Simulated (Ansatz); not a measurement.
Input and output for C₂H₆GeTe, SMILES `C=C[Te][GeH3]`.

```yaml
crystal:
  periodic: [false, false, false]
  atoms:
    - {symbol: C, position_ang: [-0.936543, -1.676873, -1.378240]}
    - {symbol: C, position_ang: [-0.053290, -1.114440, -0.567341]}
    - {symbol: Te, position_ang: [1.051693, 0.600267, -1.077111]}
    - {symbol: Ge, position_ang: [0.659832, 1.721679, 1.183361]}
    - {symbol: H, position_ang: [-1.201734, -1.247029, -2.337994]}
    - {symbol: H, position_ang: [-1.429475, -2.604266, -1.101058]}
    - {symbol: H, position_ang: [0.195557, -1.558899, 0.391308]}
    - {symbol: H, position_ang: [0.961629, 0.705868, 2.297589]}
    - {symbol: H, position_ang: [-0.790479, 2.211302, 1.318675]}
    - {symbol: H, position_ang: [1.626010, 2.911190, 1.273909]}
basis:
  gaussian: {orbitals: def2-SVPD}
magnetization: {spin_polarized: true, initial_magnetization: 0}
hamiltonian: {xc: {name: HF}}
correlation: {method: rpa}
accuracy: high
scf: {lower_state_search: full}
```

```sh
$ ansatz run in.yaml --threads 4 --pin off --events-out ev --progress --plain --max-ram 10444MiB
```

Output, abridged:

```
Functional definition: HF
3393 factors; integrals over basis functions are off by at most 4.4e-9 eV
mean field evaluation 1: about -65883.4558 eV, gradient 1.6e1 eV
mean field evaluation 2: about -65883.5449 eV, gradient 1.7e1 eV
mean field evaluation 4: about -65885.5205 eV, gradient 2.2e0 eV
mean field evaluation 8: about -65885.5632 eV, gradient 1.7e-1 eV
mean field evaluation 16: about -65885.5637 eV, gradient 2.6e-8 eV
mean field -65885.56370145 eV, -2421.2498071891 hartree, gradient 2.6e-8 eV, S^2 0.000000; 2 other end points of the search recorded, 0 dependent functions left out
15 core orbitals not correlated: weight in the atoms' cores, before any rotation towards them, 1.000 or more for the frozen orbitals, at most 0.000 for the correlated occupied ones
reference -65885.56370145 eV, -2421.2498071891 hartree; 22, 22 occupied and 124, 124 virtual orbitals, 3393 factors
Total energy: -65905.55720684 eV, -2421.9845549602 hartree
```

Run time 25 s (4 threads of an Arm Neoverse V2 on a shared host); peak host memory 1.3 GiB.
